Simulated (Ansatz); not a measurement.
Cost and result up the ladder for Pt2H4 (6 atoms). Charge 0, multiplicity 1. Geometry: B3LYP-D4/def2-TZVP.

Cartesian coordinates in Å:
```
Pt 0.846 -0.833 0.079
Pt -0.852 0.841 -0.085
H 1.881 -2.415 0.172
H -2.106 2.139 -0.605
H 2.437 -1.843 0.247
H -2.207 2.111 0.192
```

Ansatz on 4 threads of Arm Neoverse V2 on a shared host. Times are rough, and most runs start from the orbitals of an earlier one. No level here is sound enough to serve as a yardstick. Binding counts from free atoms at the same level (Pt triplet, H doublet; other spins of the atoms weren't run), without zero-point energy or a counterpoise term.

In the def2 sets Pt takes a core potential; there is no spin–orbit coupling. In the singlet, H3 and H5 lie 0.80 Å apart, H4 and H6 lie 0.80 Å apart (atoms count from 1), so H2 has formed as a molecule. No other spin state of charge 0 was run. Another isomer (singlet) lies 2.63 eV lower at PBE0-D4/def2-TZVP; other spin states weren't run for this one.

Run but left out: HF/def2-TZVP (restricted singlet, unstable in another Hartree–Fock run and untested here); CCSD(T)/def2-TZVPP (restricted singlet, unstable towards broken spin symmetry).

```csv
level,functions,wall time,binding energy per atom (eV),remarks
PBE-D4/def2-TZVP (with forces),104,0.85 s,2.25,restricted SCF unstable in HF
PBE0-D4/def2-TZVP,104,1.3 s,2.07,restricted SCF unstable in HF
r2SCAN-D4/def2-TZVP,104,1.5 s,2.21,restricted SCF unstable in HF
ωB97M-V/def2-TZVP,104,12 s,2.02,restricted SCF unstable in HF
```
